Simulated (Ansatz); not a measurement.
Ge₂₃H₃₂⁻, a nanocrystal cut from cubic germanium. Charge -1, multiplicity 2. Geometry PBE-D4/def2-SVP, that of the neutral singlet; atoms count from 1.

Cartesian coordinates in Å:
```
Ge -0.6751 1.3741 -4.6400
Ge 0.5079 4.6693 1.1124
Ge -1.9160 1.6031 3.3216
Ge -2.8036 -1.5861 -2.8244
Ge -3.3767 -1.3664 1.1144
Ge -1.2809 1.4856 -0.6964
Ge 2.3994 0.7441 -2.0479
Ge 1.7452 0.8143 1.8476
Ge 0.2679 -2.2208 -0.2973
Ge -0.4574 -2.0141 3.7151
Ge 3.5994 -2.8389 1.9748
Ge -0.6230 3.8399 -0.8896
Ge -2.2454 0.7986 -2.8485
Ge 1.5347 0.3770 -4.3062
Ge -2.8529 1.0324 1.1296
Ge 2.3402 3.1952 1.7908
Ge 0.1647 0.3544 3.6611
Ge -4.4017 -2.0018 -1.0172
Ge -0.8105 -2.9353 -2.3823
Ge -1.3252 -2.6556 1.5162
Ge 0.7620 0.1814 -0.3136
Ge 3.8490 -0.4123 2.1498
Ge 2.3702 -3.4556 -0.0469
H -1.2476 0.9067 -6.0122
H -0.5267 2.9233 -4.6955
H 1.0729 6.0956 0.8370
H -0.5250 4.7876 2.2671
H -2.9385 1.1882 4.4239
H -1.6749 3.1351 3.4467
H -3.4308 -1.9901 -4.1973
H -4.3698 -1.6576 2.2864
H 2.7746 2.2467 -1.8812
H 3.6983 -0.0880 -1.8299
H -1.5873 -2.2116 4.7730
H 0.7477 -2.9078 4.1308
H 2.8463 -3.3795 3.2201
H 5.0069 -3.5058 1.9479
H -1.8661 4.7181 -1.2224
H 0.3556 3.9420 -2.0980
H -3.5665 1.6034 -3.0731
H 2.5266 0.9835 -5.3447
H 1.4569 -1.1532 -4.5702
H -4.1654 1.8442 0.8853
H 2.8663 3.6227 3.1943
H 3.5150 3.3653 0.7816
H 0.8142 0.7650 5.0211
H -5.7016 -1.1760 -1.2472
H -4.7896 -3.5102 -0.9802
H -1.2243 -4.4313 -2.2295
H 0.1978 -2.8428 -3.5649
H -1.6825 -4.1770 1.5090
H 4.8293 0.0651 1.0372
H 4.4810 -0.0351 3.5230
H 3.2480 -3.1215 -1.2903
H 2.0871 -4.9874 -0.0707
```

Single mean-field runs in def2-SVP are fitted with def2-universal-jkfit. The highest occupied level of the charge -1 doublet lies above zero (up to 0.51 eV). By energy differences its removal costs 0.44 eV (vertical, to the charge 0 singlet, at PBE0-D4/def2-SVP); self-interaction error and the lack of diffuse functions both raise the level.

Estimate the Mulliken populations of the heavy atoms from the PBE0/def2-SVP orbitals of Ansatz.


```csv
atom,charge (e),spin (α − β)
Ge1,0.09,0.00
Ge2,0.08,0.03
Ge3,0.10,0.02
Ge4,0.02,0.01
Ge5,-0.02,0.02
Ge6,-0.10,0.06
Ge7,0.08,0.06
Ge8,-0.19,0.15
Ge9,-0.12,0.06
Ge10,0.10,0.00
Ge11,0.07,0.01
Ge12,0.08,0.07
Ge13,-0.03,0.12
Ge14,0.08,0.04
Ge15,0.02,0.04
Ge16,0.11,0.00
Ge17,0.03,0.01
Ge18,0.11,0.00
Ge19,0.10,0.03
Ge20,0.01,0.02
Ge21,-0.13,0.06
Ge22,0.12,0.00
Ge23,0.11,0.03
```
Mulliken values and Mayer orders depend strongly on the basis.

Where does the spin sit?

Summed by element: Ge 0.83, H 0.17, of 1 unpaired in all. Largest on single atoms: Ge8 0.15, Ge13 0.12, Ge12 0.07.

And the Mayer bond orders between bonded heavy atoms (over 0.3)?

Ge1–Ge13 0.90 (2.45 Å); Ge1–Ge14 0.94 (2.45 Å); Ge2–Ge12 0.93 (2.44 Å); Ge2–Ge16 0.93 (2.45 Å); Ge3–Ge15 0.93 (2.45 Å); Ge3–Ge17 0.93 (2.45 Å); Ge4–Ge13 0.89 (2.45 Å); Ge4–Ge18 0.93 (2.45 Å); Ge4–Ge19 0.92 (2.45 Å); Ge5–Ge15 0.92 (2.46 Å); Ge5–Ge18 0.92 (2.45 Å); Ge5–Ge20 0.93 (2.46 Å); Ge6–Ge12 0.84 (2.45 Å); Ge6–Ge13 0.81 (2.46 Å); Ge6–Ge15 0.90 (2.45 Å); Ge6–Ge21 0.92 (2.45 Å); Ge7–Ge14 0.93 (2.45 Å); Ge7–Ge21 0.85 (2.45 Å); Ge8–Ge16 0.92 (2.45 Å); Ge8–Ge17 0.90 (2.45 Å); Ge8–Ge21 0.76 (2.46 Å); Ge8–Ge22 0.91 (2.45 Å); Ge9–Ge19 0.93 (2.45 Å); Ge9–Ge20 0.91 (2.45 Å); Ge9–Ge21 0.92 (2.45 Å); Ge9–Ge23 0.87 (2.45 Å); Ge10–Ge17 0.93 (2.45 Å); Ge10–Ge20 0.93 (2.45 Å); Ge11–Ge22 0.93 (2.45 Å); Ge11–Ge23 0.93 (2.45 Å).
